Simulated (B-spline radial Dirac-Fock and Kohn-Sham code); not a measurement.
# Ionisation energies of europium ions, computed and tabulated

These are calculated numbers from an atomic code on a B-spline grid; the model is ΔSCF Dirac-Fock with Breit, self-energy and vacuum polarisation, finite nucleus, configuration average. Each value is the difference of the configuration-average energies of two neighbouring ions in their tabulated ground configurations. Electron correlation is not included. NIST's values refer to the lowest levels; many for high charge states are themselves semi-empirical or theoretical. Where a p, d or f shell is open in either ion the computed value averages over both j values and all terms, while the table refers to the lowest levels; that difference holds spin-orbit splitting (largest in heavy or highly charged ions), term energies where several electrons share open shells, and correlation, and it can reach 10 % or more.

| ion | configuration | computed (eV) | NIST (eV) | kind | NIST − computed (eV) |
| --- | --- | --- | --- | --- | --- |
| Eu⁴⁷⁺ | [Ne] 3s2 3p4 | 4082.9 | 4031 ± 4 | theoretical | -51.95 |
| Eu⁴⁸⁺ | [Ne] 3s2 3p3 | 4187.5 | 4131 ± 4 | theoretical | -56.46 |
| Eu⁴⁹⁺ | [Ne] 3s2 3p2 | 4292.9 | 4400 ± 4 | theoretical | +107.11 |
| Eu⁵⁰⁺ | [Ne] 3s2 3p1 | 4399.2 | 4513 ± 4 | theoretical | +113.76 |
| Eu⁵¹⁺ | [Ne] 3s2 | 4729.2 | 4729 ± 4 | theoretical | -0.16 |
| Eu⁵²⁺ | [Ne] 3s1 | 4838.1 | 4838 ± 4 | theoretical | -0.11 |
| Eu⁵³⁺ | [He] 2s2 2p6 | 11101.8 | 10880 ± 5 | theoretical | -221.83 |
| Eu⁵⁴⁺ | [He] 2s2 2p5 | 11389.9 | 11153 ± 5 | theoretical | -236.91 |
| Eu⁵⁵⁺ | [He] 2s2 2p4 | 11681.2 | 11457 ± 5 | theoretical | -224.19 |
| Eu⁵⁶⁺ | [He] 2s2 2p3 | 11975.6 | 11739 ± 5 | theoretical | -236.65 |
| Eu⁵⁷⁺ | [He] 2s2 2p2 | 12273.3 | 12718 ± 6 | theoretical | +444.71 |
| Eu⁵⁸⁺ | [He] 2s2 2p1 | 12574.1 | 13050 ± 6 | theoretical | +475.86 |
| Eu⁵⁹⁺ | [He] 2s2 | 13462.5 | 13462 ± 7 | theoretical | -0.50 |
| Eu⁶⁰⁺ | [He] 2s1 | 13738.2 | 13738.58 ± 0.09 | theoretical | +0.36 |
| Eu⁶¹⁺ | 1s2 | 55862.5 | 55865.93 ± 0.08 | theoretical | +3.41 |
| Eu⁶²⁺ | 1s1 | 57120.6 | 57120.64 ± 0.05 | theoretical | +0.03 |

Q: Where in this range is the largest relative jump, and why?

A: From Eu⁶⁰⁺ (13738.2 eV) to Eu⁶¹⁺ (55862.5 eV), a factor of 4.07. The configuration goes from [He] 2s1 to 1s2, so the next electron comes out of a deeper subshell.
